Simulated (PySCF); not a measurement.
PySCF run on F⁻

Input:

```python
from pyscf import gto, scf, cc

mol = gto.M(
    atom='F 0 0 0',
    basis='6-311++g**',
    charge=-1,
    spin=0,
    verbose=3,
)
mf = scf.RHF(mol)
mf.kernel()
mycc = cc.CCSD(mf, frozen=1)
mycc.kernel()
e = mycc.eaccsd(nroots=8)[0]
print('roots (eV) =', (e*27.211386).round(3))
mf.dip_moment()
print('orbital energies (hartree):', mf.mo_energy[..., max(0, mol.nelec[1]-3):mol.nelec[0]+3].round(4))
```

```bash
$ OMP_NUM_THREADS=1 python input.py
```

The log:

```
converged SCF energy = -99.4456557294199
E(CCSD) = -99.67418804997338  E_corr = -0.2285323205534535
roots (eV) = [14.175 15.579 15.579 15.579 24.086 24.086 24.086 25.694]

WARN: System has nonzero charge -1; the dipole moment is origin-dependent.
Location of origin: [0. 0. 0.]

Dipole moment(X, Y, Z, Debye):  0.00000, -0.00000, -0.00000
orbital energies (hartree): [-0.1774 -0.1774 -0.1774  0.5382  0.5767  0.5767]
```

In short: E(SCF) = -99.445656 Eh, E(CCSD) − E(SCF) = -0.22853 Eh, attachment roots 14.175, 15.579, 15.579, 15.579, 24.086, 24.086, 24.086, 25.694 eV.

Hardware: Arm Neoverse N1, 1 thread, shared host. Wall time 2 s, peak memory 0.11 GiB.

Positive EA roots mean that the added electron is unbound.
